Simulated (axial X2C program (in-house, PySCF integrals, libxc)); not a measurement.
VC: properties at the nuclei

Computed with an axial X2C code built on PySCF integrals: two-component X2C with atomic mean-field Coulomb and Gaunt terms, Gaussian nuclei, basis V dyall-cv3z, C dyall-v3z with contracted cores.

R = 1.646 Å (near the PBE0 minimum at charge 0 of the determinant lowest at the starting distance; the state shown can have its own minimum elsewhere).

Determinant lowest in the PBE0 search, Ω = 1/2 (⟨Sz⟩ = -1.50, ⟨Lz⟩ = 2.00 at PBE0), spin on the atoms V -1.50, C 0.00:

```csv
level,Eeff magnitude (GV/cm),Ws magnitude V (kHz),A∥/gI V (MHz),qzz V (a.u.),A∥/gI C (MHz),qzz C (a.u.),μ (D)
PBE0,0.257,0.176,-1100,-0.85,-192,0.41,-2.90
HF,0.309,0.195,-640,-1.16,-203,0.18,-1.87
TPSSh,0.233,0.161,-1060,-0.93,-193,0.40,-2.90
BP86,0.248,0.175,-1200,-1.00,-203,0.40,-2.72
LDA,0.231,0.163,-1260,-1.01,-202,0.41,-2.72
```

Determinant 0.04 eV from it at PBE0 and this distance, Ω = 7/2 (⟨Sz⟩ = 1.50, ⟨Lz⟩ = 2.00 at PBE0), spin on the atoms V 1.50, C 0.00:

| level | Eeff magnitude (GV/cm) | Ws magnitude V (kHz) | A∥/gI V (MHz) | qzz V (a.u.) | A∥/gI C (MHz) | qzz C (a.u.) | μ (D) |
| --- | --- | --- | --- | --- | --- | --- | --- |
| PBE0 | 0.255 | 0.0251 | 424 | -0.86 | 28.8 | 0.41 | -2.90 |
| HF | 0.307 | 0.0276 | 352 | -1.17 | 30.7 | 0.18 | -1.87 |
| TPSSh | 0.231 | 0.0229 | 415 | -0.94 | 30.1 | 0.40 | -2.90 |
| BP86 | 0.246 | 0.0249 | 432 | -1.01 | 32.1 | 0.40 | -2.72 |
| LDA | 0.229 | 0.0232 | 444 | -1.02 | 32 | 0.41 | -2.72 |

Eeff is the effective electric field on the electron electric dipole moment in this Ω state and Ws the scalar–pseudoscalar constant of the nucleus named (defined with the proton number Z and per Ω); A∥ (defined per Ω) follows by multiplying with gI = μI/(I μN); qzz is the electric field gradient, eQq0 = 234.96 MHz × Q/barn × qzz; μ is positive if the C end (last atom) is positive. The operators were transformed with the bare-nucleus X2C matrices; with these basis sets, hyperfine constants and field gradients can be off by tens of per cent, and where levels differ in sign neither size nor sign is settled.

Question: With gI(51V) = 1.4711, Q(51V) = -0.052 barn, gI(13C) = 1.4048 (g factors from the IAEA table of nuclear moments by Stone; Q from Pyykkö, Mol. Phys. 2018), turn the PBE0 values of the first state into constants in MHz.

Answer: A∥(51V) = -1100 × 1.4711 = -1620 MHz; eQq0(51V) = 234.96 × (-0.052) × (-0.85) = 10.4 MHz; A∥(13C) = -192 × 1.4048 = -270 MHz.

Each state is one determinant with collinear spin, which with several unpaired electrons need not be a pure state. Unrestricted Hartree–Fock can overshoot spin polarisation at the nuclei. With several open shells hyperfine constants can be off by a factor of several. At BP86, LDA a later determinant lies lower. States lie within half an eV, so the first need not be the ground state. Further determinants of the search, some of them spin-mixed, are not shown. Where a field gradient or hyperfine factor spreads by more than a factor of two over the levels, a constant derived from it is not to be relied on. PBE0 term energies can be off by some tenths of an eV.
